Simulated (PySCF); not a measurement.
**Ionising TlSn**

PBE0; basis Tl def2-SVP with ECP60, Sn def2-SVP with ECP28; scalar-relativistic core potentials; PySCF 2.14. Neutral (UKS): quartet (σ ↑, π ↑↑), Re = 2.911 Å, ωe = 124 cm⁻¹, De = 1.95 eV, HOMO -4.94 eV, LUMO -2.50 eV.

TlSn⁺ (UKS): triplet (σ ↑, π ↑), Re = 3.361 Å, ωe = 69.5 cm⁻¹. The energies at the minima are -386.82100 hartree for TlSn and -386.58107 for TlSn⁺.

(1) Work out the adiabatic ionisation energy, without and with harmonic zero-point energies (1 hartree = 27.2114 eV, 1 eV = 8065.5 cm⁻¹), and the change of the bond length.

Spin–orbit coupling is left out, which matters for elements this heavy, above all for dissociation energies. States were picked by a PBE0 search and need not be the measured ground states.

Results:

(1) At PBE0: 0.23993 hartree = 6.529 eV between the minima; the zero-point term (69.5 − 124.0)/2 cm⁻¹ = -0.003 eV makes it 6.525 eV. Re changes by +45.0 pm against the neutral. The electron leaves a π orbital, and the ion is left as a loose complex of an ion and an atom.
